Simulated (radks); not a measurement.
Values are calculated unless marked as measured or tabulated.
All-electron atom: Gd II in [Xe] 4f7 5d1 6s1. Level of theory: non-relativistic Kohn-Sham, BP86, spin-polarised, spherical densities, point nucleus; open shells are filled with parallel spins first (spin-orbit coupling, left out, can overturn this in heavy ions); relativity is left out, which matters for an element this heavy (a radial shooting solver on a logarithmic mesh with Libxc functionals). Some entries of the table are withheld. Estimate them.

orbital  occ.  eigenvalue (Ry)  <1/r> (bohr^-1)  r(max) (bohr)
1s up       1        -3461.129            63.46        0.01571
1s down     1        -3461.129            63.46        0.01571
2s up       1        -551.5521            14.75        0.08609
2s down     1        -551.5424            14.75        0.08609
2p up       3        -524.7786            14.78        0.06702
2p down     3        -524.7726            14.78        0.06702
3s up       1        -122.1359            5.559         0.2399
3s down     1        -121.8959            5.566         0.2397
3p up       3        -110.2097            5.499         0.2272
3p down     3        -109.9906            5.506         0.2270
3d up       5        -87.97032            5.398         0.1814
3d down     5        -87.81092            5.405         0.1813
4s up       1        -24.64421            2.374         0.5472
4s down     1        -24.18809            2.372         0.5471
4p up       3        -19.98311            2.281         0.5526
4p down     3        -19.52885            2.278         0.5525
4d up       5        -11.67441            2.076         0.5597
4d down     5        -11.22434            2.071         0.5597
5s up       1         -3.74145           0.9286          1.269
5s down     1         -3.52452           0.9111          1.284
5p up       3         -2.46817           0.8205          1.383
5p down     3         -2.28480           0.8027          1.405
4f up       7         -1.55648            1.584         0.5550
4f down     0         -1.14533            1.547         0.5580
5d up       1         -0.71804           0.5307          1.874
6s up       1         -0.68372           0.3309            (1)
5d down     0         -0.59601           0.5117          1.918

Answer. 
(1) 6s up r(max) (bohr): 3.373
